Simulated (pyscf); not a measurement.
**Hydrogen shift: H₃C–Si:–Cl [singlet] → H₂C=SiH–Cl**

Gas phase, singlet surface, charge 0. Bonds broken: C1–H4. Bonds formed: Si2–H4. Single points on ωB97X-D3(BJ)/def2-SVP structures (PySCF, gas phase). Correlated levels are frozen-core, on RHF or UHF. ΔMP2 is the change of the MP2 total energy from the triple- to the quadruple-zeta basis.

Transition state (Å):

```xyz
6

C     -0.3536    -0.3649     0.5296
Si     0.7095     0.5116    -0.5966
Cl     1.0567     2.3998     0.2367
H     -0.7475     0.4202    -1.1389
H     -0.7116    -1.3429     0.1738
H     -0.6767    -0.1232     1.5546
```

One imaginary mode, 1043i cm⁻¹; descent along it reached the two sides named.

```tsv
bond	change	reactant side (Å)	saddle	product side
C1–H4	breaks	1.105	1.886	2.8
Si2–H4	forms	2.501	1.557	1.476
```

Electronic energies relative to the reactant's lowest minimum found (kcal/mol):

```
level                             barrier  reaction energy  reverse barrier
--------------------------------  -------  ---------------  ---------------
ωB97X-D3(BJ)/def2-TZVP               47.9            +11.5             36.3
PBE/def2-TZVP                        40.2            +10.8             29.3
r²SCAN/def2-TZVP                     40.6             +8.3             32.3
B3LYP-D3(BJ)/def2-TZVP               43.8            +11.5             32.3
PBE0-D3(BJ)/def2-TZVP                44.5            +11.6             32.9
M06-2X/def2-TZVP                     48.3            +13.4             35.0
ωB97M-D3(BJ)/def2-TZVP               47.7            +13.7             34.1
HF/def2-TZVP                         54.6            +13.8             40.8
MP2/def2-QZVPP                       48.1             +9.1             39.0
CCSD/def2-TZVPP                      47.8            +12.2             35.5
CCSD(T)/def2-TZVPP                   44.7            +11.1             33.6
CCSD(T)/def2-TZVPP + ΔMP2(QZVPP)     44.4            +10.9             33.5
```

With CCSD(T)/def2-TZVPP + ΔMP2(QZVPP) energies and thermal terms (ideal gas, 1 atm, RRHO with modes under 100 cm⁻¹ raised to 100, one conformer, R ln 2 for rigid chiral ones), in kcal/mol:

| T (K) | ΔH‡ | ΔG‡ | ΔH | ΔG |
|---|---|---|---|---|
| 298 | 41.3 | 41.9 | +9.2 | +10.0 |
| 600 | 41.0 | 42.6 | +9.4 | +10.7 |
| 900 | 40.8 | 43.4 | +9.7 | +11.3 |
| 1200 | 40.5 | 44.3 | +9.9 | +11.8 |

This is the saddle that the search found; another between the same sides may lie lower. The CCSD(T) − MP2 part came from Ansatz, without density fitting, on the same reference. The largest closed-shell T1 diagnostic is 0.031, which may signal static correlation.
